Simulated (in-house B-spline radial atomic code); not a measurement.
Successive ionisation energies of antimony; each step leads to the configuration of the next row (after the last: bare). Dirac energy differences include first-order Breit, QED and recoil terms. NIST's values go from ground level to ground level; the uncertainty of those that are theory runs from under 0.1 % in few-electron ions to several per cent in heavy many-electron ones. Computed with a radial B-spline atomic code at the basis-set limit: Dirac-Hartree-Fock, average of the configuration, finite nuclei.

| ion | configuration | ionisation energy (eV) | tabulated value (eV) | tabulated kind | computed minus tabulated (eV) | highest orbital | largest mean radius (bohr) |
| --- | --- | --- | --- | --- | --- | --- | --- |
| Sb41+ | [He] 2s2 2p6 | 6800.6 | 6714 | tabulated theory | 87 | 2p3/2 | 0.11958 |
| Sb42+ | [He] 2s2 2p5 | 7024.8 | 6929 | tabulated theory | 96 | 2p3/2 | 0.11884 |
| Sb43+ | [He] 2s2 2p4 | 7252.1 | 7167 | tabulated theory | 85 | 2p3/2 | 0.11809 |
| Sb44+ | [He] 2s2 2p3 | 7482.4 | 7390 | tabulated theory | 92 | 2p3/2 | 0.11736 |
| Sb45+ | [He] 2s2 2p2 | 7715.8 | 7887 | tabulated theory | -171 | 2p3/2 | 0.11663 |
| Sb46+ | [He] 2s2 2p1 | ? | ? | tabulated theory | ? | ? | ? |
| Sb47+ | [He] 2s2 | ? | ? | tabulated theory | ? | ? | ? |
| Sb48+ | [He] 2s1 | 8669.2 | 8669.48 | tabulated theory | 0 | 2s1/2 | 0.11453 |
| Sb49+ | 1s2 | ? | ? | tabulated theory | ? | ? | ? |
| Sb50+ | 1s1 | 36668.1 | 36668.18 | tabulated theory | 0 | 1s1/2 | 0.028005 |

Fill in the row of Sb46+.

ionisation energy (eV): 7952.2; tabulated value (eV): 8140; computed minus tabulated (eV): -188; highest orbital: 2p3/2; largest mean radius (bohr): 0.11591.

Fill in the row of Sb47+.

ionisation energy (eV): 8454.5; tabulated value (eV): 8455; computed minus tabulated (eV): -1; highest orbital: 2s1/2; largest mean radius (bohr): 0.1152.

Fill in the row of Sb49+.

ionisation energy (eV): 35707.4; tabulated value (eV): 35710.03; computed minus tabulated (eV): -3; highest orbital: 1s1/2; largest mean radius (bohr): 0.028227.

Where is the largest jump?

From Sb48+ to Sb49+, by a factor of 4.12 (8669.2 to 35707 eV); the highest orbital goes from 2s1/2 to 1s1/2.

Where a p, d or f electron is removed, the computed value is a mean over both j, so it misses the tabulated one by a part of the spin-orbit splitting; averaging over terms and missing correlation add to the gap, relatively most at low charge.
